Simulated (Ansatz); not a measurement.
Ideal-gas functions of `C[O][Ga]([F])[Cl]` at 800 K and 1 bar, from an Ansatz frequency run at PBE0-D4/def2-TZVP.

Molar mass 155.21 g/mol, point group Cs (symmetry number 1), electronic degeneracy 1, moments of inertia 97.898, 291.007, 385.73 u Å². Harmonic wavenumbers (cm⁻¹, unscaled): 64, 88, 99, 157, 184, 271, 443, 650, 701, 1115, 1176, 1207, 1480, 1493, 1501, 3024, 3098, 3102.

Use S(trans) = R[1.5 ln M + 2.5 ln T − 1.1517]; rotational temperatures θ = 24.2544 K / I; S(rot) = R[ln(√π/σ · √(T³/θAθBθC)) + 1.5]; for each mode x = 1.438777 ν̃/T, S = R[x/(eˣ − 1) − ln(1 − e⁻ˣ)] and H = RT x/(eˣ − 1); 1 cm⁻¹ = 0.0119627 kJ/mol; R = 8.31446 J/(mol·K).

**Question.** By hand: the entropy, in J/(mol·K).

**Answer.** Translation 192.3. Rotation: θ = 0.2478, 0.0833, 0.0629 K, giving 128.2. Vibration, mode by mode: 26.29, 23.65, 22.67, 18.86, 17.55, 14.37, 10.42, 7.47, 6.92, 3.80, 3.48, 3.33, 2.26, 2.22, 2.20, 0.23, 0.21, 0.21, in all 166.1. Electronic 0.0. Sum 486.6 J/(mol·K).

**Question.** By hand: H − E and G − E in kJ/mol, counted from the electronic energy.

**Answer.** Zero-point energy ½ × 19853 × 0.0119627 = 118.7; thermal vibration 56.4; translation, rotation and pV give 4 RT = 26.6. H − E = 201.7 kJ/mol, and G − E = 201.7 − 800 × 486.6/1000 = -187.6 kJ/mol.

Vibration gives 34 % of the entropy, 72.6 J/(mol·K) of it from the modes under 150 cm⁻¹: soft modes count most, and the harmonic formula is weakest for them. The sum counts one conformer and one mirror image; others add a mixing term.
